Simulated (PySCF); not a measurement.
PySCF input for C₆H₈, SMILES C#CC1CCC1, TDDFT-PBE0/def2-SVPD. The structure is a stationary point at B3LYP-D3(BJ)/def2-SVP.

```python
import numpy as np
from pyscf import gto, scf, dft, tdscf

mol = gto.M(
    atom='''
    C     2.68568045   -0.22213775    0.00000000
    C     1.52394961    0.12503549   -0.00000000
    C     0.12253533    0.51062664   -0.00000000
    C    -0.83256644   -0.08067574    1.08348938
    C    -1.93254226   -0.19034095    0.00000000
    C    -0.83256643   -0.08067574   -1.08348938
    H     3.71554577   -0.52426706    0.00000000
    H     0.04604636    1.61134223   -0.00000001
    H    -0.47953504   -1.06817885    1.41528187
    H    -1.02906780    0.54305320    1.96800201
    H    -2.59563827    0.68878062   -0.00000000
    H    -2.55568971   -1.09659629    0.00000001
    H    -1.02906780    0.54305319   -1.96800201
    H    -0.47953504   -1.06817886   -1.41528186
    ''',
    basis='def2-SVPD',
    charge=0,
    spin=0,
    symmetry=True,
    max_memory=1600,
    verbose=4,
)
mf = dft.RKS(mol, xc='pbe0').density_fit(auxbasis='def2-universal-jkfit')
mf.grids.level = 3
mf.conv_tol = 1e-9
mf.max_cycle = 100
mf.kernel()
mf.grids = dft.Grids(mol).set(level=1).build(with_non0tab=True)  # coarser grid for the response kernel
td = tdscf.TDDFT(mf)
td.singlet = True
td.nstates = 10
td.conv_tol = 1e-4
td.positive_eig_threshold = 1e-6
td.kernel(x0=td.get_init_guess(mf, 15))
td.analyze()
tt = tdscf.TDA(mf)
tt.singlet = False
tt.nstates = 4
tt.conv_tol = 1e-4
tt.positive_eig_threshold = 1e-6
tt.kernel(x0=tt.get_init_guess(mf, 9))
tt.analyze(verbose=3)
```

It prints:

```
PySCF version 2.14.0

[INPUT] verbose = 4
[INPUT] num. atoms = 14
[INPUT] num. electrons = 44
[INPUT] charge = 0
[INPUT] spin (= nelec alpha-beta = 2S) = 0
[INPUT] symmetry True subgroup None
[INPUT] Mole.unit = angstrom
[INPUT] Symbol           X                Y                Z      unit          X                Y                Z       unit  Magmom
[INPUT]  1 C      2.685680450000  -0.222137750000   0.000000000000 AA    5.075200508599  -0.419779509427   0.000000000000 Bohr   0.0
[INPUT]  2 C      1.523949610000   0.125035490000   0.000000000000 AA    2.879847390538   0.236282831951   0.000000000000 Bohr   0.0
[INPUT]  3 C      0.122535330000   0.510626640000   0.000000000000 AA    0.231558214283   0.964944501507   0.000000000000 Bohr   0.0
[INPUT]  4 C     -0.832566440000  -0.080675740000   1.083489380000 AA   -1.573322552104  -0.152455053497   2.047498187075 Bohr   0.0
[INPUT]  5 C     -1.932542260000  -0.190340950000   0.000000000000 AA   -3.651975595548  -0.359692265790   0.000000000000 Bohr   0.0
[INPUT]  6 C     -0.832566430000  -0.080675740000  -1.083489380000 AA   -1.573322533207  -0.152455053497  -2.047498187075 Bohr   0.0
[INPUT]  7 H      3.715545770000  -0.524267060000   0.000000000000 AA    7.021363908586  -0.990721159531   0.000000000000 Bohr   0.0
[INPUT]  8 H      0.046046360000   1.611342230000  -0.000000010000 AA    0.087015009433   3.044995507646  -0.000000018897 Bohr   0.0
[INPUT]  9 H     -0.479535040000  -1.068178850000   1.415281870000 AA   -0.906189892732  -2.018565478553   2.674495123362 Bohr   0.0
[INPUT] 10 H     -1.029067800000   0.543053200000   1.968002010000 AA   -1.944656305609   1.026221819069   3.718984811494 Bohr   0.0
[INPUT] 11 H     -2.595638270000   0.688780620000   0.000000000000 AA   -4.905045448740   1.301606731708   0.000000000000 Bohr   0.0
[INPUT] 12 H     -2.555689710000  -1.096596290000   0.000000010000 AA   -4.829553611269  -2.072266657314   0.000000018897 Bohr   0.0
[INPUT] 13 H     -1.029067800000   0.543053190000  -1.968002010000 AA   -1.944656305609   1.026221800171  -3.718984811494 Bohr   0.0
[INPUT] 14 H     -0.479535040000  -1.068178860000  -1.415281860000 AA   -0.906189892732  -2.018565497450  -2.674495104465 Bohr   0.0

nuclear repulsion = 209.69204328158
point group symmetry = Cs
symmetry origin: [ 1.28844970e-09 -5.15379853e-09  4.29483227e-10]
symmetry axis x: [ 1.00000000e+00 -2.36758519e-10 -1.04332613e-09]
symmetry axis y: [-2.36758520e-10 -1.00000000e+00 -2.42944969e-10]
symmetry axis z: [-1.04332613e-09  2.42945360e-10 -1.00000000e+00]
num. orbitals of irrep A' = 116
num. orbitals of irrep A" = 68
number of shells = 80
number of NR pGTOs = 260
number of NR cGTOs = 184
basis = def2-SVPD
ecp = {}


[settings echo left out]
init E= -233.48027930159
HOMO (A') = -0.31980834695504  LUMO (A") = -0.0444682955004736  gap/eV = 7.49238
cycle= 1 E= -232.877794004241  delta_E= 0.602  |g|= 0.343  |ddm|= 9.07
HOMO (A") = -0.221066958622501  LUMO (A') = 0.0370036131587104  gap/eV = 7.02246
cycle= 2 E= -232.883002660512  delta_E= -0.00521  |g|= 0.324  |ddm|= 2.18
HOMO (A') = -0.276723675313534  LUMO (A') = 0.0244311967512085  gap/eV = 8.19484
cycle= 3 E= -232.911553935436  delta_E= -0.0286  |g|= 0.0397  |ddm|= 0.818
HOMO (A") = -0.279527773505439  LUMO (A') = 0.0249062797122033  gap/eV = 8.28407
cycle= 4 E= -232.911833754543  delta_E= -0.00028  |g|= 0.02  |ddm|= 0.205
HOMO (A") = -0.277361996533148  LUMO (A') = 0.0248754989047799  gap/eV = 8.22430
cycle= 5 E= -232.911927242378  delta_E= -9.35e-05  |g|= 0.00772  |ddm|= 0.0627
HOMO (A") = -0.277355738457996  LUMO (A') = 0.0250358282637309  gap/eV = 8.22849
cycle= 6 E= -232.911940401296  delta_E= -1.32e-05  |g|= 0.00335  |ddm|= 0.0156
HOMO (A") = -0.277573885137426  LUMO (A') = 0.0250016633582666  gap/eV = 8.23350
cycle= 7 E= -232.911943215492  delta_E= -2.81e-06  |g|= 0.000272  |ddm|= 0.00605
HOMO (A") = -0.277574815095864  LUMO (A') = 0.0249955489193141  gap/eV = 8.23336
cycle= 8 E= -232.911943233818  delta_E= -1.83e-08  |g|= 7.41e-05  |ddm|= 0.00127
HOMO (A") = -0.27756607293896  LUMO (A') = 0.024997972731486  gap/eV = 8.23319
cycle= 9 E= -232.911943235163  delta_E= -1.34e-09  |g|= 2.12e-05  |ddm|= 0.000286
HOMO (A") = -0.277566828254031  LUMO (A') = 0.0249981661969372  gap/eV = 8.23321
cycle= 10 E= -232.911943235271  delta_E= -1.09e-10  |g|= 4.26e-06  |ddm|= 6.66e-05
HOMO (A") = -0.277566603923853  LUMO (A') = 0.0249983094208583  gap/eV = 8.23321
Extra cycle  E= -232.911943235272  delta_E= -1.08e-12  |g|= 4.11e-06  |ddm|= 2.72e-05
converged SCF energy = -232.911943235272
tot grids = 50856
Overwritten attributes  positive_eig_threshold  of <class 'pyscf.tdscf.rks.TDDFT'>


******** <class 'pyscf.tdscf.rks.TDDFT'> for <class 'pyscf.df.df_jk.DFSymAdaptedRKS'> ********
nstates = 10 singlet
deg_eia_thresh = 1.000e-03
wfnsym = None
conv_tol = 0.0001
eigh lindep = 1e-12
eigh level_shift = 0
eigh max_cycle = 100


Excitation energies (eV)
[6.38813539 6.6528284  6.67693991 7.30906698 7.34993659 7.80325261
 7.85343043 7.90202934 7.91017659 8.22596453]

** Singlet excitation energies and oscillator strengths **
Excited State   1:   A"      6.38814 eV    194.09 nm  f=0.0000
      21 -> 24       -0.59246
      21 -> 28        0.18625
      22 -> 23       -0.21236
      22 -> 25        0.14840
      22 -> 26       -0.10992
      22 -> 27        0.15227
Excited State   2:   A'      6.65283 eV    186.36 nm  f=0.0055
      21 -> 23       -0.35652
      21 -> 25        0.20400
      21 -> 26       -0.15249
      21 -> 27        0.21314
      22 -> 24       -0.48531
      22 -> 28        0.13687
Excited State   3:   A"      6.67694 eV    185.69 nm  f=0.0049
      21 -> 24       -0.31140
      22 -> 23        0.45822
      22 -> 25       -0.25657
      22 -> 26        0.20431
      22 -> 27       -0.26466
Excited State   4:   A'      7.30907 eV    169.63 nm  f=0.0366
      21 -> 23        0.51352
      21 -> 25        0.44892
      22 -> 24       -0.14169
Excited State   5:   A"      7.34994 eV    168.69 nm  f=0.0547
      22 -> 23        0.42204
      22 -> 25        0.54710
      22 -> 27        0.11556
Excited State   6:  ???      7.80325 eV    158.89 nm  f=0.0510
      21 -> 23       -0.27938
      21 -> 25        0.44681
      21 -> 26        0.19731
      21 -> 27       -0.35920
      22 -> 24        0.17753
Excited State   7:   A"      7.85343 eV    157.87 nm  f=0.0000
      22 -> 23       -0.24017
      22 -> 25        0.30087
      22 -> 26        0.49542
      22 -> 27       -0.28633
Excited State   8:  ???      7.90203 eV    156.90 nm  f=0.0230
      21 -> 26       -0.62162
      21 -> 27       -0.31337
Excited State   9:   A"      7.91018 eV    156.74 nm  f=0.0051
      22 -> 25       -0.12170
      22 -> 26        0.42812
      22 -> 27        0.53566
Excited State  10:  ???      8.22596 eV    150.72 nm  f=0.1333
      20 -> 24       -0.15142
      21 -> 27        0.25511
      21 -> 29        0.13414
      22 -> 24        0.33713
      22 -> 28        0.51381

** Transition electric dipole moments (AU) **
state          X           Y           Z        Dip. S.      Osc.
  1        -0.0000      0.0000     -0.0002      0.0000      0.0000
  2         0.1748      0.0552     -0.0000      0.0336      0.0055
  3        -0.0000     -0.0000      0.1728      0.0299      0.0049
  4         0.3657      0.2658     -0.0000      0.2044      0.0366
  5         0.0000     -0.0000      0.5513      0.3039      0.0547
  6        -0.3086      0.4143      0.0000      0.2668      0.0510
  7        -0.0000     -0.0000      0.0075      0.0001      0.0000
  8        -0.2224      0.2629     -0.0000      0.1186      0.0230
  9        -0.0000      0.0000     -0.1629      0.0265      0.0051
 10        -0.8132     -0.0059     -0.0000      0.6613      0.1333

** Transition velocity dipole moments (imaginary part, AU) **
state          X           Y           Z        Dip. S.      Osc.
  1        -0.0000      0.0000     -0.0015      0.0000      0.0000
  2         0.0424      0.0122      0.0000      0.0019      0.0053
  3        -0.0000      0.0000      0.0427      0.0018      0.0050
  4         0.1020      0.0861      0.0000      0.0178      0.0442
  5        -0.0000     -0.0000      0.1642      0.0270      0.0666
  6        -0.0815      0.1312      0.0000      0.0239      0.0555
  7         0.0000      0.0000      0.0151      0.0002      0.0005
  8        -0.0643      0.0794     -0.0000      0.0104      0.0240
  9        -0.0000     -0.0000     -0.0556      0.0031      0.0071
 10        -0.2437     -0.0060      0.0000      0.0594      0.1311

** Transition magnetic dipole moments (imaginary part, AU) **
state          X           Y           Z
  1        -0.2738      0.1880     -0.0000
  2         0.0000      0.0000      0.1632
  3        -0.0083      0.2094     -0.0000
  4         0.0000      0.0000     -0.7705
  5         0.2502      0.7130      0.0000
  6        -0.0000     -0.0000     -0.7126
  7         0.0789      0.3523     -0.0000
  8        -0.0000      0.0000     -0.2456
  9         0.2898     -0.3271      0.0000
 10        -0.0000      0.0000     -0.1523
Overwritten attributes  positive_eig_threshold  of <class 'pyscf.tdscf.rks.TDA'>


******** <class 'pyscf.tdscf.rks.TDA'> for <class 'pyscf.df.df_jk.DFSymAdaptedRKS'> ********
nstates = 4 triplet
deg_eia_thresh = 1.000e-03
wfnsym = None
conv_tol = 0.0001
eigh lindep = 1e-12
eigh level_shift = 0
eigh max_cycle = 100


Excitation energies (eV)
[5.17453575 5.69422959 5.7117625  6.43874584]

** Triplet excitation energies and oscillator strengths **
Excited State   1:   A'      5.17454 eV    239.60 nm  f=0.0000
Excited State   2:   A"      5.69423 eV    217.74 nm  f=0.0000
Excited State   3:   A'      5.71176 eV    217.07 nm  f=0.0000
Excited State   4:   A"      6.43875 eV    192.56 nm  f=0.0000
```

The calculation finished and met its thresholds.
